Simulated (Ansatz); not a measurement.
Isolated molecules relaxed with PBE0-D4/def2-TZVP in Ansatz; ΔE leaves out vibrations. CBS: MP2 limit from def2 TZ/QZ plus the TZ coupled-cluster correction, frozen cores. This one scheme is used for every species, atoms too. For atomizations the MP2-based limit and the directly extrapolated one differ by several kJ/mol either way, and by 10 to 25 for some Ge, Se and Sn compounds, so smaller differences from it don't rank the levels. DFT in def2-TZVPP. No spin–orbit coupling; open shells (•) take unrestricted orbitals. Spin–orbit coupling would lower the free atoms: a little for C, F, Si; clearly for Ga. Bonds to Ga are less sure, by a few kJ/mol each and by 10 to 20 or more in all where they break to atoms, as the def2 sets lack core-valence functions. Scalar relativity is left out up to krypton. One conformer a species, not always the lowest.

`C[Si](C)(C)[CH2][Ga]([F])[F]` → 4 C• + 2 F• + Ga• + 11 H• + Si•  (atomization)

Task: What is ΔE at CCSD(T)/CBS? (An estimate is asked.)

Result: The calculation gave: +1733.9 kcal/mol.

Task: What do these levels give: revPBE, BLYP, CAM-B3LYP, CCSD(T)/def2-TZVPP, MP2/CBS(def2), CCSD/CBS(def2)? (Best estimate.)

Result: The calculation gave: revPBE 1681.9, BLYP 1690.6, CAM-B3LYP 1725.1, CCSD(T)/def2-TZVPP 1697.1, MP2/CBS(def2) 1761.1, CCSD/CBS(def2) 1712.0 kcal/mol.

Largest T1 diagnostic among the species: 0.013.

From BLYP to BHLYP (50 % exact exchange), in def2-TZVPP and without D4, ΔE moves by −18.9 kcal/mol: exact exchange takes away binding that semilocal exchange gives to molecules. In def2-TZVPP, CCSD(T) changes the Hartree–Fock value by +391.4 kcal/mol (the triples alone add +21.9 kcal/mol) and MP2 by +418.7 kcal/mol; breaking electron pairs costs correlation energy, which Hartree–Fock lacks. At CCSD(T), def2-SVP lies −85.3 kcal/mol from the extrapolated value and def2-TZVPP −36.8 kcal/mol: correlation converges slowly with the basis, and small sets miss more of it in the bonded molecule than in its fragments.
